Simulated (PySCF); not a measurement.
Mg(Cl)(SiH3) (ClH₃MgSi), SMILES [SiH3][Mg][Cl]. Atoms are numbered in the order given.

```xyz
6

Mg     0.0000     0.0000    -0.1720
Cl     0.0000     0.0000    -2.3619
Si     0.0000     0.0000     2.3842
H      1.1973     0.6913     2.9458
H      0.0000    -1.3826     2.9458
H     -1.1973     0.6913     2.9458
```

Geometry: PBE0-D3(BJ)/def2-TZVP.

Computed with B3LYP/pcSseg-2 run with PySCF.

GIAO shieldings, no solvent; atoms alike by connectivity are averaged. δ = σ(ref) − σ: ³⁵Cl against HCl (σ = 930.0 ppm); ²⁹Si against TMS (σ = 325.2 ppm); ¹H against TMS (σ = 31.68 ppm), references at their B3LYP-D3(BJ)/def2-TZVP geometries, non-relativistic (without spin–orbit terms, shifts of atoms bonded to Cl or Br come out too high).

Task: Estimate the chemical shifts. (The exact figures need the calculation; the answer reports its results.)

Result: 
| nucleus | atoms | count | δ (ppm) |
|---|---|---|---|
| ³⁵Cl | Cl2 | 1 | -45.1 |
| ²⁹Si | Si3 | 1 | -150.2 |
| ¹H | H4, H5, H6 | 3 | 3.17 |
